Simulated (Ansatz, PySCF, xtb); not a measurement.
Diatomic GeTe, closed-shell singlet (the spin of the measured ground state). No spin–orbit coupling. Ge is treated without relativity.

Constants: fifth-degree fit in 1/R to seven points, most abundant isotopes. Runs in def2 and cc sets follow the lowest solution found near the PBE0 minimum. The singlet is held restricted.

Correlated levels freeze the inner cores; with def2 sets outer-core shells near the valence are correlated too. CBS(a, b) extrapolates the correlation energy as X⁻³ and adds the Hartree–Fock energy of set b. Rows in 3-21G, LANL2DZ carry no dispersion term and start afresh at each structure; the Pople sets are all-electron and without relativity. LANL2DZ brings its own core potentials from Na on.

The values were computed with Ansatz (a program for electronic structure) with Gaussian orbitals; PySCF for 3-21G rows, LANL2DZ rows; xtb for the GFN methods. Each number belongs to the level named beside it. In def2 rows elements past Kr take small-core potentials, without spin–orbit coupling.

D_e counts from each atom's lowest state at the same level, without counterpoise or zero-point energy.

```
level                                   r_e (Å)  ω_e (cm⁻¹)  ω_e x_e (cm⁻¹)  D_e (eV)  dipole (D)
-----------------------------------  ----------  ----------  --------------  --------  ----------
GFN1-xTB                                  2.353         409            0.99         -           -
HF/3-21G                                  2.412         313            0.48         -        2.73
SVWN5/def2-TZVPP                          2.336         326            0.56      5.57        0.99
B3LYP/LANL2DZ                             2.436         292            0.48         -        1.67
PBE0/def2-TZVPP                           2.339         335            0.53      4.38        1.23
wB97X-V/def2-TZVPP                        2.312         355            0.50      4.35        1.39
B2PLYP/def2-TZVPP                         2.357  (withheld)            0.61      4.48           -
CCSD(T)/CBS(def2-TZVPP, def2-QZVPP)  (withheld)  (withheld)            0.60      4.67           -
```

Task: Fill in the missing entries.

Result: 
- CCSD(T)/CBS(def2-TZVPP, def2-QZVPP), r_e (Å): 2.333
- CCSD(T)/CBS(def2-TZVPP, def2-QZVPP), ω_e (cm⁻¹): 330
- B2PLYP/def2-TZVPP, ω_e (cm⁻¹): 320

Measured for the ground state: r_e 2.3402 Å [microwave values compiled in ACS Omega 2, 8373 (2017)]. ω_e 323.9 cm-1, ω_e x_e 0.75 cm-1, B_e 0.065338 cm-1, α_e 0.00017246 cm-1 [Huber and Herzberg (1979), NIST Chemistry WebBook]. D_0 4.073 ± 0.034 eV (a handbook's tabulated 298 K bond energy less 3RT/2; such tables hold older values) [Luo, bond dissociation energies, CRC Handbook]. dipole 1.06 D [compilation of Liu, Meijer and Pérez-Ríos].

Doubts at one or more of the structures used: a restricted determinant that unrestricted orbitals would lower (CCSD(T)/CBS(def2-TZVPP, def2-QZVPP)).
